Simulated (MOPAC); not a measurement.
MOPAC input (AM1):

```
AM1 1SCF GEO-OK AUX(PRECISION=9) THREADS=1
C3H5Cl3Ge

C     3.47416900 1   -0.09281200 1    0.09175300 1
C     2.43103600 1   -0.91032300 1    0.01434100 1
C     1.31988800 1   -0.76339100 1   -0.96685100 1
Ge   -0.28660600 1   -0.01591200 1   -0.11710900 1
Cl   -0.87177300 1   -1.18859800 1    1.59514300 1
Cl   -1.94797800 1    0.01887600 1   -1.49296500 1
Cl    0.05934700 1    2.00069300 1    0.55152600 1
H     3.59133500 1    0.74631300 1   -0.58395600 1
H     4.24608200 1   -0.23547900 1    0.83581200 1
H     2.34050400 1   -1.73170600 1    0.71733200 1
H     1.56717200 1   -0.07978000 1   -1.77945400 1
H     1.00261700 1   -1.71750200 1   -1.39066600 1
```

From the output:

```
                                                       MOPAC v23.2.5 Linux

          FINAL HEAT OF FORMATION =        -98.96492 KCAL/MOL =    -414.06922 KJ/MOL

          COSMO AREA              =        179.47 SQUARE ANGSTROMS
          COSMO VOLUME            =        185.61 CUBIC ANGSTROMS

          IONIZATION POTENTIAL    =         10.438584 EV
          HOMO LUMO ENERGIES (EV) =        -10.439 -1.658
          NO. OF FILLED LEVELS    =         21
          MOLECULAR WEIGHT        =        220.0215         POINT GROUP:  C1

          MOLECULAR DIMENSIONS (Angstroms)

            Atom       Atom       Distance
            H     9   Cl     6     6.62226
            H    12   Cl     7     4.28600
           Cl     5    H     8     4.15886

          SCF CALCULATIONS        =          1

   ATOM   CHEMICAL          X               Y               Z
  NUMBER   SYMBOL      (ANGSTROMS)     (ANGSTROMS)     (ANGSTROMS)

     1       C          3.47416900  *  -0.09281200  *   0.09175300  *
     2       C          2.43103600  *  -0.91032300  *   0.01434100  *
     3       C          1.31988800  *  -0.76339100  *  -0.96685100  *
     4      Ge         -0.28660600  *  -0.01591200  *  -0.11710900  *
     5      Cl         -0.87177300  *  -1.18859800  *   1.59514300  *
     6      Cl         -1.94797800  *   0.01887600  *  -1.49296500  *
     7      Cl          0.05934700  *   2.00069300  *   0.55152600  *
     8       H          3.59133500  *   0.74631300  *  -0.58395600  *
     9       H          4.24608200  *  -0.23547900  *   0.83581200  *
    10       H          2.34050400  *  -1.73170600  *   0.71733200  *
    11       H          1.56717200  *  -0.07978000  *  -1.77945400  *
    12       H          1.00261700  *  -1.71750200  *  -1.39066600  *

                             CARTESIAN COORDINATES

   1    C        3.474169000    -0.092812000     0.091753000
   2    C        2.431036000    -0.910323000     0.014341000
   3    C        1.319888000    -0.763391000    -0.966851000
   4   Ge       -0.286606000    -0.015912000    -0.117109000
   5   Cl       -0.871773000    -1.188598000     1.595143000
   6   Cl       -1.947978000     0.018876000    -1.492965000
   7   Cl        0.059347000     2.000693000     0.551526000
   8    H        3.591335000     0.746313000    -0.583956000
   9    H        4.246082000    -0.235479000     0.835812000
  10    H        2.340504000    -1.731706000     0.717332000
  11    H        1.567172000    -0.079780000    -1.779454000
  12    H        1.002617000    -1.717502000    -1.390666000

           Empirical Formula: C3 H5 Ge Cl3  =    12 atoms

      MOLECULAR POINT GROUP   :   C1

                  EIGENVALUES
 -37.89902 -36.81038 -36.78960 -35.85499 -28.63176 -21.35272 -16.94279 -16.13979
 -15.67205 -15.29331 -14.84600 -14.40511 -13.58126 -12.79222 -12.77341 -12.71843
 -12.56676 -12.53829 -12.53299 -12.33833 -10.43858  -1.65840  -1.64293  -1.46157
  -0.56702   0.95419   3.19456   3.41836   3.83379   4.02104   4.50671   5.06107
   5.16600

              NET ATOMIC CHARGES AND DIPOLE CONTRIBUTIONS

  ATOM NO.   TYPE          CHARGE      No. of ELECS.   s-Pop       p-Pop
    1          C          -0.186951        4.1870     1.24167     2.94528
    2          C          -0.179143        4.1791     1.22139     2.95775
    3          C          -0.358376        4.3584     1.24174     3.11663
    4         Ge           1.036366        2.9636     0.77895     2.18469
    5         Cl          -0.302424        7.3024     1.98376     5.31867
    6         Cl          -0.304431        7.3044     1.98386     5.32057
    7         Cl          -0.300757        7.3008     1.98362     5.31714
    8          H           0.116545        0.8835     0.88346
    9          H           0.123709        0.8763     0.87629
   10          H           0.131976        0.8680     0.86802
   11          H           0.109347        0.8907     0.89065
   12          H           0.114140        0.8859     0.88586
 DIPOLE           X         Y         Z       TOTAL
 POINT-CHG.     2.509    -0.893    -1.017     2.850
 HYBRID        -0.015    -0.039    -0.094     0.103
 SUM            2.493    -0.932    -1.111     2.884

          ATOMIC ORBITAL ELECTRON POPULATIONS

     Atom    s        px        py        pz
    1  C   1.24167   0.96557   0.97604   1.00367
    2  C   1.22139   0.95397   1.01192   0.99186
    3  C   1.24174   1.02512   1.06391   1.02760
    4 Ge   0.77895   0.77881   0.70032   0.70556
    5 Cl   1.98376   1.93510   1.79671   1.58685
    6 Cl   1.98386   1.61180   1.97856   1.73021
    7 Cl   1.98362   1.96646   1.43284   1.91784
    8  H   0.88346
    9  H   0.87629
   10  H   0.86802
   11  H   0.89065
   12  H   0.88586

 **********************
 *                    *
 * JOB ENDED NORMALLY *
 *                    *
 **********************

 == MOPAC DONE ==
```

The geometry given is a B3LYP-D3(BJ)/def2-TZVP minimum.
